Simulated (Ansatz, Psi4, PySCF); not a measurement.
C4H7, charge -1, singlet, at a GFN2-xTB geometry (in this run its highest filled SCF level lies above zero, so its values depend strongly on the basis, on diffuse functions most of all). Base run: BLYP/6-31G** (PySCF).

Input for PySCF:
```python
from pyscf import gto, scf, dft

mol = gto.Mole()
mol.atom = '''
    C    -0.19024082    0.13060277    1.42330928
    C    -0.00498966    0.11664803    0.05908609
    H    -0.28744948    1.05632604    1.97577308
    H    -0.20755370   -0.77968074    2.01169741
    C     0.08676696    1.20492954   -0.78061181
    H     0.17732246    1.09117949   -1.85501323
    H    -0.03223483    2.21755638   -0.41733078
    C     0.10356375   -1.24871026   -0.60034753
    H     0.36600386   -2.02101005    0.12619141
    H    -0.84814294   -1.53662037   -1.06173446
    H     0.86145311   -1.24857125   -1.38819972
'''
mol.basis = '6-31g**'
mol.charge = -1
mol.verbose = 4
mol.build()

mf = dft.RKS(mol)
mf.xc = 'blyp'
mf.kernel()
```

The same geometry, method and basis name were run in Ansatz (a first-principles code) and Psi4 and PySCF, at each program's defaults and at the settings that a row names. The base is PySCF at its defaults. Differences at the defaults can come from grids, fitting, cores and function types together.

```csv
code and settings,ΔE vs base (mEh),basis functions,E (Eh),SCF cycles
"PySCF, defaults (exact integrals, its default grid, spherical functions)",0.000,91,-156.46134,10
"Psi4, defaults (density fitting with its default set, its default grid, Cartesian functions)",-4.600,95,-156.46594,10
"Ansatz, defaults (factorised integrals, its default grid, Cartesian functions)",-4.551,95,-156.46589,-
"PySCF, density fitting with def2-universal-jkfit",-0.077,91,-156.46141,10
"PySCF, fine grid",0.004,91,-156.46133,10
"Psi4, exact integrals, spherical functions, fine grid",0.004,91,-156.46133,13
"Ansatz, high accuracy, Cartesian functions as the basis file defines them",-4.550,95,-156.46589,-
```
